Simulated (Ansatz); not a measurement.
C2H7GeN can be A, `C[C](=N)[GeH3]`, or B, `C[CH2][Ge][NH2]`.

Computed with Ansatz on PBE0-D4/def2-TZVP structures; ΔE is electronic, products minus reactants. CBS: MP2 limit from def2 TZ/QZ plus the TZ coupled-cluster correction, frozen cores. DFT in def2-TZVPP. B3LYP here is the variant with VWN-RPA as its local correlation; programs differ in this. For Ge outer-core shells are correlated without core-valence functions, which leaves a few kJ/mol of doubt a bond. Scalar relativity is left out up to krypton. Each species was taken in one conformer, which may not be the lowest.

A:

```xyz
11

C    -0.577   -1.286   -0.677
C    -0.545   -0.064    0.185
N    -1.575    0.256    0.850
Ge    1.138    0.984    0.223
H    -0.369   -1.025   -1.719
H    -1.553   -1.768   -0.610
H     0.201   -1.992   -0.368
H    -1.430    1.105    1.397
H     1.492    1.493   -1.185
H     2.303    0.120    0.734
H     0.915    2.176    1.170
```

B:

Z-matrix (Å, degrees):
```
C
C 1 1.528
H 1 1.094 2 111.5
H 1 1.094 2 112.0 3 120.3
H 1 1.095 2 111.7 3 -119.8
Ge 2 2.010 1 110.0 3 63.2
H 2 1.095 1 110.8 3 -58.8
H 2 1.094 1 110.0 3 -177.1
N 6 1.819 2 95.7 1 -88.8
H 9 1.009 6 125.3 2 -2.8
H 9 1.007 6 122.4 2 176.7
```

Q: Which isomer does CCSD(T)/CBS put lower? Give the gap. (Estimate.)

A: The calculation gave: B, by 24.6 kcal/mol.

Q: Give E(B) − E(A) in kcal/mol with B2PLYP, r2SCAN-D4, CCSD(T)/def2-TZVPP, MP2/def2-TZVPP, B3LYP-D4, B3LYP, PBE-D4. (Best estimate.)

A: The calculation gave: B2PLYP -23.7, r2SCAN-D4 -22.1, CCSD(T)/def2-TZVPP -21.2, MP2/def2-TZVPP -23.0, B3LYP-D4 -24.8, B3LYP -24.4, PBE-D4 -23.8. None reverses the order clearly.

Largest T1 diagnostic: 0.013.

In def2-TZVPP, CCSD(T) changes the Hartree–Fock value by −1.1 kcal/mol (the triples alone add +0.6 kcal/mol) and MP2 by −2.9 kcal/mol.
